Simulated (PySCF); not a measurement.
CH8FNSi2, SMILES CN([SiH3])[SiH2]F.

Geometry: B3LYP-D3(BJ)/def2-SVP. The structure was generated by enumeration, and PubChem lists no compound with its InChIKey, so it may never have been made. The values are those of a single conformer.

Two levels are set side by side: PBE/def2-TZVP (PySCF) and r2SCAN/def2-TZVP (PySCF). Same geometry, gas phase. Differences are taken from unrounded values.

```
quantity                     r2SCAN    PBE  PBE minus r2SCAN
---------------------------  ------  -----  ----------------
orbital gap (eV)               6.18   5.52             -0.66
highest occupied level (eV)   -6.48  -6.22              0.26
lowest empty level (eV)       -0.31  -0.70             -0.39
dipole moment (D)              1.76   1.73             -0.02
mean polarisability (bohr³)    70.4   72.8               2.4
```

Rough cost on one machine, each run with all the roots and properties that it gave: r2SCAN against PBE about 4 times.
